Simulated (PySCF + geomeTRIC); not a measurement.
A geometry relaxed with ωB97X-D3(BJ)/def2-TZVP run with PySCF + geomeTRIC, charge 0, multiplicity 1:

```xyz
9

Si    -0.0622    -0.0225    -0.0274
H      1.8998    -1.6563     0.3374
H     -2.0071    -0.5409     0.9588
O     -1.5298     0.2347     0.6529
O     -0.0752    -0.7107    -1.5137
H     -0.3727    -0.1606    -2.2430
H      0.4154     2.3219     0.9358
S      0.9513    -1.3791     1.2422
S      0.8209     1.8863    -0.2645
```

### Question
Write the SMILES of this molecule.

### Answer
`O[Si](O)(S)S`
